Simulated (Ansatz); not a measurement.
Geometry optimisation, UKS B3LYP/def2-SVP in Ansatz.

Input file:

```yaml
crystal:
  periodic: [false, false, false]
  atoms:
    - { symbol: B, position_ang: [-0.452883, -0.765228, 0.491629] }
    - { symbol: Br, position_ang: [0.838474, -0.907972, -2.586497] }
    - { symbol: H, position_ang: [-1.555105, -1.052502, 0.090372] }
    - { symbol: H, position_ang: [0.246658, -1.640321, 0.94317] }
    - { symbol: H, position_ang: [0.706556, 0.190354, -1.610864] }
    - { symbol: C, position_ang: [-0.001489, 0.751879, 0.583817] }
    - { symbol: H, position_ang: [-0.493547, 1.444432, -0.117956] }
    - { symbol: H, position_ang: [-0.374038, 1.051257, 1.589816] }
    - { symbol: H, position_ang: [1.085474, 0.928103, 0.616413] }
magnetization:
  spin_polarized: true
basis:
  gaussian: { orbitals: def2-SVP }
hamiltonian:
  xc: b3lyp
relax:
  f_tol: 0.03
  max_steps: 50
output:
  orbitals: {}
```

Launched with:

```bash
$ ansatz run input.yaml --threads 2 --pin off --max-ram 3072MiB --backend cpu --events-out ev --progress --plain --runs-dir out
```

Task: Where does it end, and by what steps?

Result: It converged. After 12 steps the energy has fallen by 0.090 eV; H5 moved furthest, 0.96 Å.

```tsv
step	energy less start (eV)	largest force component (eV/Å)	accepted
0	0.0000	0.760	yes
1	-0.0499	0.245	yes
2	-0.0576	0.118	yes
3	-0.0617	0.057	yes
4	-0.0610	0.462	no
5	-0.0649	0.106	yes
6	-0.0672	0.314	yes
7	-0.0758	0.063	yes
8	-0.0799	0.401	yes
9	-0.0850	0.273	yes
10	-0.0864	0.247	yes
11	-0.0898	0.060	yes
12	-0.0900	0.026	yes
```

```xyz
9
Properties=species:S:1:pos:R:3
B -0.458 -0.732 0.517
Br 0.725 -1.101 -2.378
H -1.552 -1.027 0.097
H 0.262 -1.623 0.906
H 1.080 0.280 -2.489
C -0.065 0.766 0.740
H -0.563 1.485 0.071
H -0.446 0.988 1.762
H 1.018 0.965 0.773
```

Run time: 27 s on 2 threads of AMD EPYC 7R13 Processor (Zen 3) (shared host), peak memory 0.27 GiB.
